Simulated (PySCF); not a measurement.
C2H8FNSi, SMILES C[C@@H](N)[SiH2]F. Geometry optimised at PBE0-D3(BJ)/def2-SVP. The structure was generated by enumeration; whether it is a known compound was not checked. The values are those of a single conformer.

Task: Give the equilibrium geometry at PBE0-D3(BJ)/def2-SVP (PySCF confirms it by a frequency run) as a Z-matrix. (An estimate is asked for; the answer gives what the named calculation found.)

Result: Several could match; the one computed here: 
```
C
H 1 1.1141
N 1 1.4551 2 114.06
H 3 1.0181 1 110.85 2 -57.25
H 3 1.0195 4 106.89 1 -120.95
C 1 1.5238 2 107.89 3 122.95
H 6 1.1013 1 110.82 2 178.31
H 6 1.1015 7 108.77 1 123.48
H 6 1.1034 7 107.28 8 115.53
Si 1 1.8817 2 107.59 6 118.74
F 10 1.6344 1 107.10 2 71.24
H 10 1.4892 11 107.92 4 -98.69
H 10 1.4925 12 110.87 11 117.67
```
Charge 0, spin multiplicity 1.
